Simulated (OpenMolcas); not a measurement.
# Ti3+ in MgO: curves along the breathing mode

Ti3+ with its 6 nearest oxide ions, on the Mg site of MgO (a = 4.2112 Å, distance in the model lattice 2.106 Å). The rest of the host is ab initio model potentials to 7.6 Å, with orthogonalisation functions on the cations behind the ligands, and point charges beyond; the distance is set by hand and nothing relaxes, and no local charge compensation is placed. Ligand basis ANO-RCC-VDZP.

```
Program             : OpenMolcas 26.06
Method              : CASSCF
Basis               : ANO-RCC-VDZP [5s4p2d1f]
Scalar Hamiltonian  : DKH2, point nucleus
Active space        : 1 electron in 5 orbitals (3d)
State averaging     : 2S+1 = 2 even, 5 roots
Spin-orbit coupling : RASSI with atomic mean-field integrals over the reference wave functions
```

Spin-free energies (labels of O, the rotations of Oh) in cm-1 above the lowest fitted minimum, as all ligands move together:

```csv
R (Å),2T2,2E
1.933,4470,29250
1.978,700,23640
2.024,180,21470
2.069,2580,22440
2.115,7700,26290
2.161,15330,32810
```

Cubic fits give the following; the wavenumber is harmonic, with the mass of all moving ligands, small differences in it between states hang on the degree of the fit, a number in brackets counts states of one label, and the table is a selection of at most 14 states with clean curves.

```csv
State,R0 (Å),Breathing mode (cm-1),Minimum (cm-1)
2T2,2.009,720,0
2E,2.032,726,21410
```

The minimum of 2E is shifted by +0.0229 Å against 2T2 (from the unrounded fits). With M = 96.0 u for the moving shell, the Huang-Rhys factor in this mode is S = M ω ΔR² / 2ħ = 0.01483 × 96.0 × 720 × 0.0229² = 0.54. Only the first shell moves, against a rigid host.

An orbital triplet at a regular site is open to Jahn-Teller coupling, which can distort the site and quench the lowest spin-orbit gaps and is left out. Ligand-to-metal charge-transfer states are missing. With metal d orbitals alone and no dynamic correlation 10Dq can be off by a tenth to a fifth, either way, in oxide and fluoride hosts. The least metal-like active orbital is 83 % on the metal (Löwdin) and no ligand orbital is active, so the numbers are rough (holds for R = 1.933). The least metal-like active orbital is 84 % on the metal (Löwdin) and no ligand orbital is active, so the numbers are rough (holds for R = 1.978). The least metal-like active orbital is 85 % on the metal (Löwdin) and no ligand orbital is active, so the numbers are rough (holds for R = 2.024). No measured value stands beside these numbers.
